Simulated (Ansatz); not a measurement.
A nudged elastic band was laid between two geometries of BFH2O + H3P (9 atoms, charge 0, multiplicity 1).

These are results of RKS PBE0/6-31G* (Ansatz 0.2.0), not measurements.

```yaml
movable_images: 7
climbing_image: yes
spring: 5.0 eV/Å²
optimiser: quadratic models (default)
start_path: through a guess of the saddle point
force_threshold: 0.05 eV/Å
iteration_limit: 60
end_points: relaxed
```

Initial state:

```xyz
9
Properties=species:S:1:pos:R:3
B -0.341 -1.072 -0.327
O -0.017 -0.853 0.959
H 0.104 0.094 1.145
F -0.534 -2.327 -0.717
H -0.464 -0.194 -1.138
P 0.457 2.526 1.614
H -0.611 3.407 1.923
H 1.051 3.388 0.658
H 1.280 2.950 2.687
```

Final state:

```xyz
9
Properties=species:S:1:pos:R:3
B 0.008 0.521 0.208
O 0.223 -0.409 1.716
H -0.646 -0.750 1.978
F 0.937 -0.036 -0.602
H -1.152 0.251 -0.003
P 0.384 2.349 0.887
H 1.368 2.735 -0.057
H -0.689 3.039 0.269
H 0.493 0.220 2.408
```

(1) Which bonds break or form, and what moves?

(2) Give the energies along the band, and the barrier.

(3) What is the geometry of the highest image?

The band took 31 iterations and about 5 core-minutes.

Answers

(1) Bonds broken: P6–H9. Bonds formed: B1–P6, O2–H9. BFH2O + H3P becomes BFH5OP.

(2) The run converged. The highest image is number 6 of 0 to 8, 1.50 eV above the first end and 0.16 eV above the last; the last end lies 1.35 eV above the first. A structure lower than the last end lies on the path between it and the top, so the climb from that side starts below the end, which may itself be a saddle point or a shallow side well. A vibrational analysis at the climbing image gives one clearly imaginary mode, 180i cm⁻¹: a first-order saddle point. The orbitals stay closed-shell, which can raise the energy where a bond breaks towards radicals; this wasn't checked here.

| image | path coordinate (Å) | energy (eV) | P6–H9 (Å) | B1–P6 (Å) | O2–H9 (Å) |
| --- | --- | --- | --- | --- | --- |
| 0 | 0.00 | 0.00 | 1.42 | 4.17 | 4.37 |
| 1 | 1.51 | 0.03 | 1.42 | 3.99 | 3.87 |
| 2 | 3.01 | 0.10 | 1.42 | 3.69 | 3.41 |
| 3 | 4.52 | 0.16 | 1.42 | 3.17 | 2.98 |
| 4 | 6.03 | 1.01 | 1.46 | 2.36 | 1.96 |
| 5 | 7.53 | 1.38 | 2.97 | 1.98 | 0.97 |
| 6 | 9.04 | 1.50 | 2.93 | 2.01 | 0.97 |
| 7 | 10.94 | 1.34 | 3.18 | 1.98 | 0.97 |
| 8 | 12.83 | 1.35 | 2.62 | 1.99 | 0.97 |

(3) 
```xyz
9
Properties=species:S:1:pos:R:3
B -0.183 0.470 0.075
O 0.164 -0.252 1.618
H -0.648 -0.262 2.148
F 0.848 0.033 -0.691
H -1.260 -0.045 -0.112
P -0.236 2.451 0.415
H 0.527 2.472 1.631
H 0.902 2.761 -0.380
H 0.812 0.290 2.099
```

The run took 5 min on 1 thread of Intel(R) Xeon(R) 6975P-C (Granite Rapids), with other jobs on the host, peak memory 0.18 GiB.
